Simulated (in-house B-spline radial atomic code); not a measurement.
Al⁺. Computed with a B-spline radial atomic code. Model: non-relativistic spherical atom: semilocal Troullier-Martins pseudo-atom, one channel per l, against all electrons, high spin, G0W0 and RPA with empty states to l = 8, local potential for every l without a channel, a model core (radius 0 = none) keeps its share of the functional.

What the tables leave out is listed at the end.

The pseudopotential gives back the lowest level of each angular momentum of its own functional in the configuration it was made in; a second state of the same l is only approximately right. Exact exchange, RPA and GW see the smooth pseudo-orbitals and miss the exchange with the core, for which the functional's share stands in. The column with an uncorrelated core keeps all orbitals and exact exchange, and so separates missing core correlation from pseudisation. Only the three outermost levels and the lowest empty one were computed. RPA here is direct RPA, with no exchange kernel, and its energies carry an (l + 1/2)⁻⁴ tail. A hybrid on a potential with a model core restores only its own semilocal share of the core's exchange.

Command:
```bash
python run_psgw.py task.json out
```
Settings (lengths in bohr, energies in hartree):
```
Z                      13
electrons              12
configuration          [Ne] 3s2
generated_in           [Ne] 3s2
functional             lda,vwn
core_shells            2
radius_factor          0.9
core_correction        False
ion_configuration      [Ne] 3s1
```

Run time, properties included: 39 s on 1 thread of Arm Neoverse N1, on a shared host.

Given: made with LDA VWN5; model core radius 0 bohr; local radius 0.766 bohr; mean-field start LDA VWN5.

Valence shells of the generating configuration: 2p, 3s.

Channel: s 1.809, p 0.582 (radii in bohr).

Computed: largest level miss in the spin-unpolarised generating configuration 0 eV; valence RPA correlation energy all-electron orbitals -0.44177 hartree; valence RPA correlation energy pseudo -0.54625 hartree; all-electron RPA polarisability, core included 18.128 bohr³; pseudo-atom RPA polarisability 18.151 bohr³; ionisation by mean-field pseudo minus all -0.028 eV; ionisation by RPA all-electron 19.24 eV.

```
     level  occupied  mean-field all-electron (eV)  mean-field pseudo minus all (eV)  G0W0 all-electron (eV)  G0W0 uncorrelated core minus all (eV)  G0W0 pseudo minus all (eV)  exchange self-energy all-electron (eV)  exchange self-energy pseudo (eV)
        3s         1                        -14.89                                 0                 -18.997                                 -0.038                      -0.273                                 -12.341                           -11.488
3p (empty)         0                       -9.1614                             0.013                 -6.2863                                  0.012                       0.068                                 -3.2719                           -2.8835
```

Problem. What is the ionisation by mean-field all-electron?

Solution. 18.893 eV.

Problem. What is the ionisation by RPA pseudo minus all?

Solution. 0.268 eV.

Given: mean-field start PBE0.

Computed: all-electron RPA polarisability, core included 16.237 bohr³; pseudo-atom RPA polarisability 16.011 bohr³; ionisation by mean-field all-electron 18.654 eV; ionisation by mean-field pseudo minus all 0.047 eV; ionisation by RPA all-electron 19.048 eV; ionisation by RPA pseudo minus all 0.252 eV.

| level | occupied | mean-field all-electron (eV) | mean-field pseudo minus all (eV) | G0W0 all-electron (eV) | G0W0 uncorrelated core minus all (eV) | G0W0 pseudo minus all (eV) | exchange self-energy all-electron (eV) | exchange self-energy pseudo (eV) |
| --- | --- | --- | --- | --- | --- | --- | --- | --- |
| 3s | 1 | -15.739 | -0.063 | -18.979 | -0.032 | -0.279 | -12.111 | -11.464 |
| 3p (empty) | 0 | -8.2233 | 0.023 | -6.2337 | 0.011 | 0.099 | -2.999 | -2.6863 |

Problem. What is the valence RPA correlation energy pseudo?

Solution. -0.52245 hartree.

Problem. What is the valence RPA correlation energy all-electron orbitals?

Solution. -0.41599 hartree.

Given: mean-field start Hartree-Fock.

Computed: valence RPA correlation energy all-electron orbitals -0.36331 hartree; valence RPA correlation energy pseudo -0.46888 hartree; all-electron RPA polarisability, core included 12.759 bohr³; pseudo-atom RPA polarisability 11.719 bohr³; ionisation by RPA all-electron 18.669 eV; ionisation by RPA pseudo minus all 0.27 eV.

```json
{"level": "3s", "occupied": "1", "mean-field all-electron (eV)": "-17.75", "mean-field pseudo minus all (eV)": "-0.419", "G0W0 all-electron (eV)": "-18.867", "G0W0 uncorrelated core minus all (eV)": "-0.023", "G0W0 pseudo minus all (eV)": "-0.251", "exchange self-energy all-electron (eV)": "-11.719", "exchange self-energy pseudo (eV)": "-11.679"}
{"level": "2p", "occupied": "1", "mean-field all-electron (eV)": "-95.857", "mean-field pseudo minus all (eV)": "4.803", "G0W0 all-electron (eV)": "-93.212", "G0W0 uncorrelated core minus all (eV)": "-0.629", "G0W0 pseudo minus all (eV)": "3.371", "exchange self-energy all-electron (eV)": "-60.261", "exchange self-energy pseudo (eV)": "-49.383"}
{"level": "3p (empty)", "occupied": "0", "mean-field all-electron (eV)": "-5.3089", "mean-field pseudo minus all (eV)": "0.196", "G0W0 all-electron (eV)": "-6.0776", "G0W0 uncorrelated core minus all (eV)": "0.007", "G0W0 pseudo minus all (eV)": "0.214", "exchange self-energy all-electron (eV)": "-2.2475", "exchange self-energy pseudo (eV)": "-1.9834"}
```

Problem. What is the ionisation by mean-field all-electron?

Solution. 17.52 eV.

Problem. What is the ionisation by mean-field pseudo minus all?

Solution. 0.395 eV.

Among the listed levels the largest G0W0 shift of the pseudo-atom is +3.37 eV, for 2p on the Hartree-Fock start, while leaving the core uncorrelated moves that level by -0.63 eV. So pseudisation and the lost core exchange, not the missing core correlation, make the error. Not in the tables (levels of low weight, unsolved or above zero; the highest and the empty levels are kept at any weight): on LDA the G0W0 levels 2p (pseudo minus all +1.30 eV, weights 0.56 and 0.35); on PBE0 the G0W0 levels 2p (pseudo minus all +2.65 eV, weights 0.80 and 0.70).
